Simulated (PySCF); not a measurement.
# Exercise with solution: chemical shift, span and skew from a shielding tensor

C4H5BF2, SMILES C=C1C[C@@H](F)B1F. Atoms are numbered in the order given.

```xyz
12

C      2.4268    -0.3702    -0.4852
C      1.1523    -0.2075    -0.1153
C      0.3466    -0.7587     1.0574
C     -1.0058    -0.4739     0.3491
F     -2.0145     0.0338     1.1213
B     -0.1646     0.4319    -0.6575
F     -0.4586     1.3973    -1.4999
H      2.8109     0.1008    -1.3954
H      3.1334    -0.9757     0.0940
H      0.4415    -0.1088     1.9446
H      0.5385    -1.7993     1.3653
H     -1.3632    -1.3956    -0.1500
```

Coordinates come from a PBE0-D3(BJ)/def2-SVP optimisation. The structure was generated by enumeration; whether it is a known compound was not checked.

GIAO shieldings from PBE0/pcSseg-1 (PySCF), non-relativistic, no solvent. The symmetric part of the tensor of F7 has the principal values 54.4, 144.8, 434.5 ppm. The same nucleus in CFCl3 has σ = 167.2 ppm at this level (PySCF, at its B3LYP-D3(BJ)/def2-TZVP geometry).

Problem. Work out the isotropic shielding, the ¹⁹F shift against CFCl3, the span and the skew.

Solution. 
σ(iso) = (σ11 + σ22 + σ33)/3 = 211.2 ppm. δ = σ(ref) − σ(iso) = 167.2 − (211.2) = -44.0 ppm.
Span Ω = σ33 − σ11 = 380.1 ppm. Skew κ = 3(σ(iso) − σ22)/Ω = 0.52. Tumbling in solution averages the tensor to δ; in a static solid the shielding alone would spread this spin-1/2 line over Ω.
